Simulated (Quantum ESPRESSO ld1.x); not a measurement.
Problem. The mean radii <r> (bohr) of the occupied orbitals of an atom or ion are listed with their occupations. Calculated with ld1.x of Quantum ESPRESSO 7.5: Dirac Kohn-Sham, relativistic LDA (MacDonald-Vosko exchange, VWN5 correlation), spin-unpolarised, spherical densities, point nucleus.

| orbital | occ. | <r> |
|---|---|---|
| 1s1/2 | 2 | 0.04289 |
| 2s1/2 | 2 | 0.1898 |
| 2p1/2 | 2 | 0.1630 |
| 2p3/2 | 4 | 0.1669 |
| 3s1/2 | 2 | 0.5508 |
| 3p1/2 | 2 | 0.5543 |
| 3p3/2 | 4 | 0.5645 |
| 3d3/2 | 4 | 0.5728 |
| 3d5/2 | 6 | 0.5764 |

Name the element and its charge. Open shells, if any, are shared by 2j + 1.

Solution. Z = 35, bromine, charge +7: Br7+ in [Ar] 3d10. The 1s radius gives Z: for a bare nucleus <r> = (2 gamma + 1)/(2Z) with gamma = sqrt(1 - (Z/c)^2), 0.04191 bohr for Z = 35, and screening makes it slightly larger (0.04289 here). The occupations add up to 28, and the charge is Z minus that.
